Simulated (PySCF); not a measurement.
## Electron correlation in Fe⁺ (iron, charge +1)

[Ar] 3d6 4s1, high-spin 6D determinant. Computed with PySCF 2.14 in x2c-SVPall (5s3p3d1f, 36 functions), with the spin-free X2C one-electron Hamiltonian (Gaussian nucleus). Frozen: [Ar]; 7 electrons correlated.

MP2 pair energies summed by pair of shells (mhartree):

```csv
pair,energy,share (%)
3d-3d,-78.08,92.4
3d-4s,-6.44,7.6
```

Total MP2 correlation energy: -84.52 mhartree.

Same-spin part -50.37 and opposite-spin part -34.15 mhartree; SCS-MP2 scales them by 1/3 and 6/5 to -57.77 mhartree.
